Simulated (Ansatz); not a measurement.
Two isomers of C4H8AlN: A = `C#[C][Al]([CH3])[NH]C`, B = `CN=C=[C](C)[AlH2]`.

Program: Ansatz. Geometries: PBE0-D4/def2-TZVP. ΔE: electronic, gas phase. CCSD(T)/CBS is the MP2 limit (def2-TZVPP, def2-QZVPP) plus CCSD(T) − MP2 in def2-TZVPP, frozen cores. Functionals use def2-TZVPP. B3LYP here is the variant with VWN-RPA as its local correlation; programs differ in this. Each species was taken in one conformer, which may not be the lowest.

A:

```xyz
14

C     3.0020    0.4627    1.8957
C     1.9868    0.3974    1.2392
Al    0.3840    0.3328    0.1945
C    -0.4058    1.9225   -0.5946
N    -0.3166   -1.2780    0.0082
C    -1.5051   -1.6916   -0.7031
H     3.8963    0.5182    2.4744
H    -0.7161    2.6275    0.1829
H    -1.2803    1.7035   -1.2120
H     0.3221    2.4481   -1.2200
H     0.1505   -2.0563    0.4499
H    -2.2492   -2.1527   -0.0421
H    -1.9833   -0.8265   -1.1687
H    -1.2854   -2.4076   -1.5043
```

B:

```xyz
14

C     2.3857   -1.2459   -0.0079
N     1.4474   -0.5022    0.7990
C     0.4102   -0.0071    0.4204
C    -0.7588    0.5090    0.1108
C    -0.9003    1.9446   -0.3477
Al   -2.1829   -0.7686    0.2985
H     2.0622   -1.3468   -1.0486
H     2.5153   -2.2390    0.4262
H     3.3557   -0.7459    0.0210
H    -1.4401    2.0052   -1.2956
H     0.0691    2.4281   -0.4834
H    -1.4665    2.5332    0.3790
H    -3.6666   -0.3309   -0.0627
H    -1.8304   -2.2336    0.7912
```

Problem. Which is lower in electronic energy at CCSD(T)/CBS, and by how much? (Best estimate.)

Solution. Computed: A, by 152.6 kJ/mol.

Problem. Give E(B) − E(A) in kJ/mol with B2PLYP, B3LYP, MP2/def2-TZVPP, r2SCAN-D4, PBE-D4, CCSD(T)/def2-TZVPP, B3LYP-D4. (Estimate.)

Solution. Computed: B2PLYP 135.3, B3LYP 123.5, MP2/def2-TZVPP 149.5, r2SCAN-D4 118.0, PBE-D4 99.5, CCSD(T)/def2-TZVPP 145.7, B3LYP-D4 120.4. None reverses the order clearly.

Largest T1 diagnostic: 0.013.

From PBE to PBE0 (25 % exact exchange), in def2-TZVPP and without D4, E(B) − E(A) moves by +11.3 kJ/mol. The D4 term adds −3.1 kJ/mol with B3LYP and −1.6 kJ/mol with PBE0; it sums over pairs of atoms, weighted by their polarisabilities, and B3LYP, whose exchange is more repulsive, gets the larger term.
